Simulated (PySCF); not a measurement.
C9H8OSSe, SMILES COc1ccsc1-c1ccc[se]1 (GFN2-xTB optimised geometry):

```
20

C      1.011    -2.682    -0.007
O      0.445    -1.394     0.000
C      1.296    -0.332     0.000
C      2.708    -0.332     0.000
C      3.219     0.929     0.000
S      2.001     2.140     0.000
C      0.749     0.936     0.000
C     -0.642     1.231     0.000
C     -1.247     2.462    -0.003
C     -2.656     2.432    -0.001
C     -3.200     1.186     0.005
Se    -1.914    -0.152     0.007
H      0.173    -3.376    -0.009
H      1.619    -2.842    -0.903
H      1.623    -2.851     0.885
H      3.319    -1.216     0.000
H      4.250     1.220     0.000
H     -0.677     3.376    -0.008
H     -3.249     3.331    -0.003
H     -4.250     0.956     0.008
```

Computed with PBE/def2-SVP in PySCF.

Q: What are the frontier orbital energies and the dipole moment?

A: HOMO-2 -5.75 eV, HOMO-1 -5.55 eV, HOMO -4.51 eV, LUMO -1.76 eV, LUMO+1 -0.32 eV; dipole moment 2.68 D.

Meta-Löwdin charges at PBE/def2-SVP: C1 -0.10, O2 -0.30, C3 0.15, C4 -0.18, C5 -0.24, S6 0.26, C7 -0.14, C8 -0.12, C9 -0.16, C10 -0.13, C11 -0.28, Se12 0.32, H13 0.13, H14 0.10, H15 0.10, H16 0.12, H17 0.13, H18 0.11, H19 0.11, H20 0.12.
